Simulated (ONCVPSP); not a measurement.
## Before and after: ONCV potential for Co

ONCVPSP 4.0.1 input, shortened (lines: element, Z, core and valence counts, functional; n l f; lmax; l rc ep ncon nbas qcut; lloc lpopt rc5 dvloc0; l nproj debl; icmod fcfact rcfact), BLYP, fully relativistic:

```
  Co 27.00    3    4  -106131      upf
    1    0    2.00
    2    0    2.00
    2    1    6.00
    3    0    2.00
    3    1    6.00
    3    2    7.00
    4    0    1.50
    2
    0    1.25    0.00    4    8    9.20
    1    1.15    0.00    5    8   14.00
    2    1.00    0.00    4    8   17.60
    2    5    1.00    0.00
    0    2    0.70
    1    2    3.30
    2    0    1.40
    0    0.00    0.00
```

Open shells are filled in proportion to 2j + 1.

Change: s: qcut 5.8; p: qcut 8.8; d: qcut 11.1.

Cutoffs: the cutoffs (Ha) at which the residual kinetic energy of the hardest occupied pseudo-wave falls to 1 and 0.1 mHa per electron; they do not see the model core or the augmentation charge, which bear on the density cutoff. Errors are all-electron minus pseudo energies relative to the spin-unpolarised reference configuration.

Q: How do hardness, ghosts and transferability respond?

A: The potential gets harder (105 Ha and 120 Ha → 153 Ha and 239 Ha); of the 4 tests that both files solve, the error grows in 1 and shrinks in 1 by more than 15 % and 0.3 meV (median size 1.2 → 0.7 meV); the range in which the d5/2 phases agree narrows (upper end 4.5 → 3.0); the range in which the d3/2 phases agree narrows (upper end 4.4 → 2.8); neither file shows a bound ghost. In the base the local d channel has no projectors, so it cannot carry the spin–orbit splitting, and the file is wrong for that shell. In the changed file the local d channel has no projectors, so it cannot carry the spin–orbit splitting, and the file is wrong for that shell.

```tsv
quantity	base	changed
cutoff, loose	105 Ha	153 Ha
cutoff, tight	120 Ha	239 Ha
loose cutoff by channel	s 31 Ha, p 51 Ha, d 105 Ha	s 15 Ha, p 36 Ha, d 153 Ha
bound ghosts	none	none
GHOST(+) flags under 300 eV	p3/2 at 179.9 eV, p1/2 at 209.2 eV, s at 281.6 eV	none
largest miss of a reference level, eV	0.12	0.12
error for 3s2 3p6 3d7 4s2, meV [ΔE -3.59 eV]	0.0	0.0
error for 3s2 3p6 3d7 4s1, meV [ΔE 5.45 eV]	+0.2	+0.3
error for 3s2 3p6 3d7 4s0, meV [ΔE 22.43 eV]	+2.2	+2.8
error for 3s2 3p6 3d6 4s2, meV [ΔE 11.49 eV]	+3.5	+1.1
s: phases at 1.27 bohr within 0.05 rad from the reference energy up to (Ha; the scan ends near 5)	to the end of the scan	to the end of the scan
p3/2: phases at 1.16 bohr within 0.05 rad from the reference energy up to (Ha; the scan ends near 5)	4.0	to the end of the scan
p1/2: phases at 1.16 bohr within 0.05 rad from the reference energy up to (Ha; the scan ends near 5)	4.2	to the end of the scan
d5/2: phases at 1.01 bohr within 0.05 rad from the reference energy up to (Ha; the scan ends near 5)	4.5	3.0
d3/2: phases at 1.01 bohr within 0.05 rad from the reference energy up to (Ha; the scan ends near 5)	4.4	2.8
```
